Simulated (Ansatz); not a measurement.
Be4Te4, relaxed as a singlet with RKS B3LYP-D4/def2-SVP in Ansatz, starting from the GFN1-xTB geometry. Force threshold 0.02 eV/Å.

In the def2 sets Te takes a core potential; there is no spin–orbit coupling. Another isomer (singlet) lies 1.17 eV lower at PBE0-D4/def2-TZVP; other spin states weren't run for this one.

Start:

```csv
atom,x (Å),y (Å),z (Å)
Be1,0.095,-1.377,0.376
Be2,2.561,-0.728,1.173
Be3,-2.315,0.783,-0.682
Be4,0.418,2.073,-0.918
Te5,1.685,0.184,-0.750
Te6,-1.651,2.899,-1.306
Te7,1.427,-2.493,2.023
Te8,-2.219,-1.341,0.083
```

Task: Estimate the energy that the relaxation releases and the steps that it takes.

Result: 1.00 eV, in 12 steps; 41 s on 4 threads of Arm Neoverse V2 on a shared host. No frequencies were taken in this run, so the end may be a saddle point.

Task: Does the start keep its bonding and symmetry?

Result: Bonds lost: Be1–Te5 (atoms count from 1). The end is the same structure that another start reached.

Task: Predict the relaxed structure.

Result: 
Cartesian coordinates in Å:
```
Be -0.6386 -1.6501 0.9402
Be 1.8994 -0.4905 0.4438
Be -1.8988 0.4927 -0.4404
Be 0.6393 1.6509 -0.9405
Te 2.5272 0.5495 -1.4404
Te -1.2901 2.6497 -0.3869
Te 1.1430 -1.5057 2.2939
Te -2.3813 -1.6964 -0.4696
```
Bond lengths (bridged metal pairs left out): 8 × Be–Te 2.24 Å.
